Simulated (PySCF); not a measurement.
Cu(OH2)2 (CuH4O2), SMILES [OH2]->[Cu+]<-[OH2], charge +1, multiplicity 1. Heavy atoms are numbered as in [Cu+:1](<-[OH2:2])<-[OH2:5]. Hydrogens are named by the atom that carries them.

The structure is a stationary point at r2SCAN-D4/def2-TZVP. The spin state was assumed, not searched.

Computed with PBE0/def2-TZVPD run with PySCF.

Mulliken values depend strongly on the basis, most of all with diffuse functions as here. ESP charges are fitted to the potential on shells at 1.4 to 2.0 van der Waals radii. Atomic charges (e), one atom of each kind:

| atom | meta-Löwdin | Mulliken | ESP fit |
|---|---|---|---|
| Cu1 | 0.71 | 0.38 | [?] |
| O2 (OH2) | -0.66 | -0.39 | [?] |
| H on O2 | 0.40 | 0.35 | [?] |

**Question.** Fill in the missing entries. (The exact figures need the calculation; the answer reports its results.)

**Answer.** 
- Cu1, ESP fit: 0.60
- O2 (OH2), ESP fit: -0.73
- H on O2, ESP fit: 0.45
